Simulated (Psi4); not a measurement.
C₃H₇O (SMILES CC(C)=[OH+]), charge +1, singlet, geometry from GFN2-xTB; CAM-B3LYP/6-31G in Psi4.

Input for Psi4:
```
memory 2 GB

molecule mol {
1 1
O    -0.121965   -0.119431    1.327998
C    -0.007982   -0.010990    0.068806
C     0.073735    1.283612   -0.602300
C     0.048491   -1.253400   -0.695854
H    -0.322808    2.104262   -0.004943
H     0.332738   -2.096634   -0.068232
H    -0.402342    1.262464   -1.581957
H     1.130510    1.502235   -0.797786
H     0.692597   -1.168454   -1.569355
H    -0.955880   -1.466878   -1.079958
H    -0.184562    0.703124    1.854335
}

set {
  basis 6-31g
  reference rks
  dft_nuclear_scheme stratmann
}

energy('cam-b3lyp')
print_variables()
```

Question: What does Psi4 print? Leave out banner, timings and long lists.

Answer: 
```
   => Loading Basis Set <=

    Name: 6-31G
    Role: ORBITAL
    Keyword: BASIS

         ---------------------------------------------------------
                                   SCF
               by Justin Turney, Rob Parrish, Andy Simmonett
                          and Daniel G. A. Smith
                              RKS Reference
         ---------------------------------------------------------

  ==> Geometry <==

    Molecular point group: c1
    Full point group: C1

    Geometry (in Angstrom), charge = 1, multiplicity = 1:

       Center              X                  Y                   Z               Mass
    ------------   -----------------  -----------------  -----------------  -----------------
         O           -0.117098462627    -0.105325393487     1.273540004666    15.994914619570
         C           -0.003115462627     0.003115606513     0.014348004666    12.000000000000
         C            0.078601537373     1.297717606513    -0.656757995334    12.000000000000
         C            0.053357537373    -1.239294393487    -0.750311995334    12.000000000000
         H           -0.317941462627     2.118367606513    -0.059400995334     1.007825032230
         H            0.337604537373    -2.082528393487    -0.122689995334     1.007825032230
         H           -0.397475462627     1.276569606513    -1.636414995334     1.007825032230
         H            1.135376537373     1.516340606513    -0.852243995334     1.007825032230
         H            0.697463537373    -1.154348393487    -1.623812995334     1.007825032230
         H           -0.951013462627    -1.452772393487    -1.134415995334     1.007825032230
         H           -0.179695462627     0.717229606513     1.799877004666     1.007825032230

  Running in c1 symmetry.

  Rotational constants: A =      0.32447  B =      0.28710  C =      0.16115 [cm^-1]
  Rotational constants: A =   9727.39259  B =   8606.99139  C =   4831.10227 [MHz]
  Nuclear repulsion =  129.223814279310773

  Charge       = 1
  Multiplicity = 1
  Electrons    = 32
  Nalpha       = 16
  Nbeta        = 16

  ==> Algorithm <==

  SCF Algorithm Type is DF.
  DIIS enabled.
  MOM disabled.
  Fractional occupation disabled.
  Guess Type is SAD.
  Energy threshold   = 1.00e-06
  Density threshold  = 1.00e-06
  Integral threshold = 1.00e-12

  ==> Primary Basis <==

  Basis Set: 6-31G
    Blend: 6-31G
    Number of shells: 34
    Number of basis functions: 50
    Number of Cartesian functions: 50
    Spherical Harmonics?: false
    Max angular momentum: 1

  ==> DFT Potential <==

   => LibXC <=

    Version 7.1.2
    S. Lehtola, C. Steigemann, M. J. T. Oliveira, and M. A. L. Marques,  SoftwareX 7, 1–5 (2018) (10.1016/j.softx.2017.11.002)

   => Composite Functional: CAM-B3LYP <=

    CAM-B3LYP Hyb-GGA Exchange-Correlation Functional

    T. Yanai, D. P. Tew, and N. C. Handy,  Chem. Phys. Lett. 393, 51 (2004) (10.1016/j.cplett.2004.06.011)

    Deriv               =              1
    GGA                 =           TRUE
    Meta                =          FALSE

    Exchange Hybrid     =           TRUE
    MP2 Hybrid          =          FALSE

   => Exchange Functionals <=

    0.3500         Becke 88 [omega = 0.3300]
    0.4600   Short-range recipe for B88 functional - erf [omega = 0.3300]

   => Exact (HF) Exchange <=

    0.4600            HF,LR [omega = 0.3300]
    0.1900               HF

   => Correlation Functionals <=

    0.1900   Vosko, Wilk & Nusair (VWN5)
    0.8100   Lee, Yang & Parr

   => LibXC Density Thresholds  <==

    XC_HYB_GGA_XC_CAM_B3LYP:  1.00E-14

   => Molecular Quadrature <=

    Radial Scheme          =       TREUTLER
    Pruning Scheme         =           NONE
    Nuclear Scheme         =      STRATMANN

    Blocking Scheme        =         OCTREE
    BS radius alpha        =              1
    Pruning alpha          =              1
    Radial Points          =             75
    Spherical Points       =            302
    Total Points           =         216587
    Total Blocks           =           1691
    Max Points             =            256
    Max Functions          =             50
    Weights Tolerance      =       1.00E-15

   => Loading Basis Set <=

    Name: (6-31G AUX)
    Role: JKFIT
    Keyword: DF_BASIS_SCF

  ==> Integral Setup <==

  SCF_SUBTYPE=INCORE selected. In-core MEM_DF algorithm will be used.
  Using in-core AOs.

  ==> MemDFJK: Density-Fitted J/K Matrices <==

    J tasked:                   Yes
    K tasked:                   Yes
    wK tasked:                  Yes
    Omega:                3.300E-01
    Algorithm:                 Core
    Schwarz Cutoff:           1E-12
    Mask sparsity (%):       0.2400
    Fitting Condition:        1E-10

   => Auxiliary Basis Set <=

  Basis Set: (6-31G AUX)
    Blend: CC-PVDZ-JKFIT
    Number of shells: 159
    Number of basis functions: 499
    Number of Cartesian functions: 499
    Spherical Harmonics?: false
    Max angular momentum: 3

  Minimum eigenvalue in the overlap matrix is 5.6824568928E-03.
  Reciprocal condition number of the overlap matrix is 1.1257569878E-03.
    Using symmetric orthogonalization.

  ==> Pre-Iterations <==

  SCF Guess: Superposition of Atomic Densities via on-the-fly atomic UHF (no occupation information).

   -------------------------
    Irrep   Nso     Nmo
   -------------------------
     A         50      50
   -------------------------
    Total      50      50
   -------------------------

  ==> Iterations <==

                           Total Energy        Delta E     RMS |[F,P]|

   @DF-RKS iter SAD:  -193.13698805350711   -1.93137e+02   0.00000e+00
   @DF-RKS iter   1:  -193.15814506294976   -2.11570e-02   1.14036e-02 ADIIS/DIIS
   @DF-RKS iter   2:  -193.20397050185431   -4.58254e-02   1.00271e-02 ADIIS/DIIS
   @DF-RKS iter   3:  -193.30956054376142   -1.05590e-01   1.90905e-03 ADIIS/DIIS
   @DF-RKS iter   4:  -193.31290623529270   -3.34569e-03   4.84068e-04 ADIIS/DIIS
   @DF-RKS iter   5:  -193.31315375134588   -2.47516e-04   5.87775e-05 DIIS
   @DF-RKS iter   6:  -193.31315917805605   -5.42671e-06   2.01915e-05 DIIS
   @DF-RKS iter   7:  -193.31315983208572   -6.54030e-07   1.58665e-06 DIIS
   @DF-RKS iter   8:  -193.31315984443077   -1.23451e-08   3.54906e-07 DIIS
  Energy and wave function converged.

  ==> Post-Iterations <==

   Electrons on quadrature grid:
      Ntotal   =   31.9999953788 ; deviation = -4.621e-06

    Orbital Energies [Eh]
    ---------------------

    Doubly Occupied:

       1A    -19.549609     2A    -10.647509     3A    -10.483790
       4A    -10.467485     5A     -1.477368     6A     -1.126337
       7A     -1.038751     8A     -0.964413     9A     -0.821826
      10A     -0.789589    11A     -0.784543    12A     -0.701319
      13A     -0.685513    14A     -0.673891    15A     -0.670146
      16A     -0.656942

    Virtual:

      17A     -0.246887    18A     -0.112906    19A     -0.033005
      20A     -0.012250    21A      0.006289    22A      0.014838
      23A      0.029170    24A      0.053870    25A      0.059840
      26A      0.122932    27A      0.182978    28A      0.363820
      29A      0.378558    30A      0.412655    31A      0.438174
      32A      0.443060    33A      0.507397    34A      0.523657
      35A      0.567590    36A      0.595837    37A      0.648035
      38A      0.685881    39A      0.747105    40A      0.780234
      41A      0.804284    42A      0.812194    43A      0.831865
      44A      0.848722    45A      0.854480    46A      0.879626
      47A      1.070593    48A      1.240173    49A      1.328271
      50A      1.602150

    Final Occupation by Irrep:
              A
    DOCC [    16 ]
    NA   [    16 ]
    NB   [    16 ]

  @DF-RKS Final Energy:  -193.31315984443077

   => Energetics <=

    Nuclear Repulsion Energy =            129.2238142793107727
    One-Electron Energy =                -508.5998087028241343
    Two-Electron Energy =                 205.7081529636195683
    DFT Exchange-Correlation Energy =     -19.6453183845369779
    Empirical Dispersion Energy =           0.0000000000000000
    VV10 Nonlocal Energy =                  0.0000000000000000
    Total Energy =                       -193.3131598444307713

Computation Completed

Properties will be evaluated at   0.000000,   0.000000,   0.000000 [a0]

Properties computed using the SCF density matrix

 Multipole Moments:

 ------------------------------------------------------------------------------------
     Multipole            Electronic (a.u.)      Nuclear  (a.u.)        Total (a.u.)
 ------------------------------------------------------------------------------------

 L = 1.  Multiply by 2.5417464519 to convert [e a0] to [Debye]
 Dipole X            :         -0.2997774            0.3034763            0.0036988
 Dipole Y            :         -0.1062022            0.8796449            0.7734427
 Dipole Z            :          3.2172668           -3.3960530           -0.1787861
 Magnitude           :                                                    0.7938462

 ------------------------------------------------------------------------------------

  Variable Map:
  ----------------------------------------------------------------------------
  "CURRENT ENERGY"              =>    -193.313159844431
  "CURRENT REFERENCE ENERGY"    =>    -193.313159844431
  "DD SOLVATION ENERGY"         =>       0.000000000000
  "DFT FUNCTIONAL TOTAL ENERGY" =>    -193.313159844431
  "DFT TOTAL ENERGY"            =>    -193.313159844431
  "DFT VV10 ENERGY"             =>       0.000000000000
  "DFT XC ENERGY"               =>     -19.645318384537
  "GRID ELECTRONS ALPHA"        =>      15.999997689378
  "GRID ELECTRONS BETA"         =>      15.999997689378
  "GRID ELECTRONS TOTAL"        =>      31.999995378756
  "NUCLEAR REPULSION ENERGY"    =>     129.223814279311
  "ONE-ELECTRON ENERGY"         =>    -508.599808702824
  "PCM POLARIZATION ENERGY"     =>       0.000000000000
  "PE ENERGY"                   =>       0.000000000000
  "SCF ITERATION ENERGY"        =>    -193.313159844431
  "SCF ITERATIONS"              =>       8.000000000000
  "SCF TOTAL ENERGY"            =>    -193.313159844431
  "TWO-ELECTRON ENERGY"         =>     205.708152963620
  "XC GRID RADIAL POINTS"       =>      75.000000000000
  "XC GRID SPHERICAL POINTS"    =>     302.000000000000
  "XC GRID TOTAL POINTS"        =>  216587.000000000000

  Array Variable Map:
  ----------------------------------------------------------------------------
  "CURRENT DIPOLE"              =>       0.003698847011 ... -0.178786139214 1 by 3
  "SCF DIPOLE"                  =>       0.003698847011 ... -0.178786139214 1 by 3
  "SCF TOTAL ENERGIES"          =>    -193.136988053507 ... -193.313159844431 1 by 9
```
